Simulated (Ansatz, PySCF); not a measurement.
Ga(Cl)2(SH) (Cl2GaHS), SMILES [SH][Ga]([Cl])[Cl].

Geometry: B3LYP-D3(BJ)/def2-SVP. The structure was generated by enumeration; whether it is a known compound was not checked. Other conformers were not sampled.

Vertical ionisation energy (IE) and electron affinity (EA) in eV. Rows of orbital energies are one-electron estimates. Where ΔSCF, EOM or ADC give a negative EA the extra electron is unbound and the value depends on the basis.

| level | IE | EA |
|---|---|---|
| −ε(HOMO), −ε(LUMO), B3LYP/def2-TZVP (PySCF) | 8.08 | 2.08 |
| −ε(HOMO), −ε(LUMO), PBE/def2-TZVP (PySCF) | 7.11 | 2.69 |
| ΔSCF, CAM-B3LYP/def2-SVPD (Ansatz), final states of multiplicity 2 and 2 | 10.68 | 0.44 |
| ΔSCF, PBE/def2-SVPD (Ansatz), final states of multiplicity 2 and 2 | ? | ? |

**Question.** Some entries are withheld; supply them. (The exact figures need the calculation; the answer reports its results.)

**Answer.** 
- ΔSCF, PBE/def2-SVPD (Ansatz, an electronic-structure program), final states of multiplicity 2 and 2, IE: 10.26
- ΔSCF, PBE/def2-SVPD (Ansatz), final states of multiplicity 2 and 2, EA: 0.60

**Question.** What vertical singlet–triplet gap does ΔSCF give with CAM-B3LYP/def2-SVPD (Ansatz) and with PBE/def2-SVPD (Ansatz)? (An estimate is asked for; the answer gives what the named calculation found.)

**Answer.** 5.00 and 4.57 eV (triplet above singlet where positive).
